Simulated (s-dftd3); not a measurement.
C₆H₁₂O₃, charge -1, doublet, at a GFN2-xTB geometry (a state made from the parent by changing its charge; the spin is typed, not shown lowest); s-dftd3 with D3(bj) for tpss.

The s-dftd3 input:
```
$ s-dftd3 mol.xyz --bj tpss --json dftd3.json --noedisp --grad

# file mol.xyz
21

C      3.02837726     1.25865863    -0.05567488
O      2.29640563     0.08432616     0.12022640
C      0.93807368     0.23940587    -0.27244349
C      0.07635208    -0.94151080     0.20697621
C      0.64890599    -2.27225044    -0.28082145
O     -1.22178217    -0.80629368    -0.25992180
C     -2.02140714     0.29773754     0.38483942
C     -2.89369560     0.88273900    -0.72117115
O     -1.42644936     1.05132083     1.24070842
H      2.60311937     2.08780157     0.52644175
H      3.05648339     1.56331056    -1.11362965
H      4.04599172     1.06045452     0.28582399
H      0.87469961     0.31877746    -1.37015341
H      0.50312279     1.14118400     0.17682840
H      0.08505485    -0.91437779     1.31128330
H      0.05923354    -3.09604081     0.11496539
H      0.60847695    -2.30701069    -1.36794039
H      1.68132179    -2.36573447     0.04646379
H     -2.32546185     1.47554106    -1.46012803
H     -3.64155625     1.53684625    -0.27183403
H     -3.39551642     0.07574331    -1.25645332
```

What the program printed (banner, timings and long lists left out):

```
-----------------------------------
 s i m p l e   D F T - D 3  v1.4.0
-----------------------------------

Rational (Becke-Johnson) damping: tpss-D3(BJ)
---------------------
  s6         1.0000
  s8         1.9435
  s9         0.0000
  a1         0.4535
  a2         4.4752
 alp        14.0000
--------------------

Dispersion energy:      -2.0905265948218E-02 Eh

Gradient norm:           1.2532560218885E-03 Eh/a0
--------------------------------------------------
     #    Z           dE/dx      dE/dy      dE/dz
--------------------------------------------------
     1    6 C     3.107E-04  2.185E-04 -6.145E-06
     2    8 O     3.047E-04  1.244E-04  1.587E-05
     3    6 C     2.171E-04  6.712E-05 -4.349E-05
     4    6 C     1.113E-05 -2.415E-04  8.366E-05
     5    6 C     7.255E-05 -4.210E-04 -4.418E-05
     6    8 O    -1.838E-04 -8.787E-05  2.447E-05
     7    6 C    -4.005E-04  1.068E-04  9.539E-05
     8    6 C    -3.650E-04  1.330E-04 -9.330E-05
     9    8 O    -1.995E-04  1.829E-04  2.913E-04
    10    1 H     1.301E-04  1.218E-04  3.466E-05
    11    1 H     1.323E-04  8.824E-05 -4.828E-05
    12    1 H     1.483E-04  5.126E-05  2.237E-05
    13    1 H     1.098E-04  6.522E-05 -1.979E-04
    14    1 H     6.752E-05  1.426E-04  4.317E-05
    15    1 H    -1.796E-05 -9.431E-05  1.614E-04
    16    1 H     9.853E-06 -2.146E-04  4.849E-06
    17    1 H     2.696E-05 -2.116E-04 -1.164E-04
    18    1 H     7.696E-05 -2.218E-04  9.130E-06
    19    1 H    -1.749E-04  1.137E-04 -1.249E-04
    20    1 H    -1.216E-04  6.414E-05 -2.771E-05
    21    1 H    -1.548E-04  1.294E-05 -8.405E-05
--------------------------------------------------

Virial:
--------------------------------------------------
      component           x          y          z
--------------------------------------------------
          x       1.372E-02 -3.342E-04  1.960E-04
          y      -3.342E-04  8.615E-03  1.798E-04
          z       1.960E-04  1.798E-04  2.887E-03
--------------------------------------------------

[Info] JSON dump of results written to 'dftd3.json'
```
